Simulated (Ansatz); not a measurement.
System: difluoroboranylsilane, sum formula BSiH3F2, charge 0, multiplicity 1. SMILES: FB(F)[SiH3]
Structure (B3LYP-D3(BJ)/def2-TZVP (Ansatz, an electronic-structure program) minimum search):
```
Si
H 1 1.4797
H 1 1.4822 2 109.58
H 1 1.4825 2 109.48 3 -119.01
B 1 2.0346 2 111.07 4 -120.32
F 5 1.3238 1 122.80 2 2.52
F 5 1.3250 6 116.13 1 -179.85
```

Quantity: vertical triplet-singlet gap (E(triplet) - E(singlet); each state is the SCF solution reached for its spin), in kcal/mol. Valence correlation only, unless marked. UHF or UKS for open shells. Spin-orbit coupling is left out. No relativistic terms. CBS marks a two-point X^-3 extrapolation of the correlation energy; Hartree-Fock from the larger set. The bracket is a focal-point correction in the basis named.

Level to compare with: RI-MP2/CBS(aug-cc-pV(T+d)Z,aug-cc-pV(Q+d)Z)+[CCSD(T)-MP2]/aug-cc-pV(T+d)Z (Ansatz), 130.4 kcal/mol. It is a level with limits of its own, and the differences hold the functionals' basis error too.

Task: Rank these functionals by how close they come to RI-MP2/CBS(aug-cc-pV(T+d)Z,aug-cc-pV(Q+d)Z)+[CCSD(T)-MP2]/aug-cc-pV(T+d)Z, closest first: PBE/def2-TZVPD (Ansatz); BHLYP/def2-TZVPD (Ansatz); PBE0/def2-TZVPD (Ansatz); B3LYP/def2-TZVPD (Ansatz).

Result: BHLYP/def2-TZVPD (global hybrid, 126.6 kcal/mol, difference -3.8), B3LYP/def2-TZVPD (global hybrid, 122.0 kcal/mol, difference -8.4), PBE0/def2-TZVPD (global hybrid, 119.2 kcal/mol, difference -11.2), PBE/def2-TZVPD (GGA, 114.9 kcal/mol, difference -15.5)
